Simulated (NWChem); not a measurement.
System: CaF2; SMILES [F][Ca][F]

```xyz
3

Ca     0.0000     0.0000     0.2911
F      1.8204     0.0000    -0.4656
F     -1.8204     0.0000    -0.4656
```
Atoms are numbered in this order, from 1.

All runs: NWChem. Structure relaxed at the PBE-D3(BJ)/def2-SVP level. GIAO values for the isolated, static molecule; σ is the absolute isotropic shielding.

### Question
Order these runs by computing time, cheapest first, and give rough ratios: PBE0/pcSseg-2; PBE0/pcSseg-1; PBE0/cc-pVTZ.

### Answer
PBE0/pcSseg-1 (1), PBE0/pcSseg-2 (4), PBE0/cc-pVTZ (20). Ratios are rough, from one shared machine; the cheapest took about 11 core-seconds (a rough figure). What differs between the cheapest and the dearest: σ Ca1 (ppm) 1149.2 → 1154.8; σ F2 (ppm) 110.6 → 134.5.
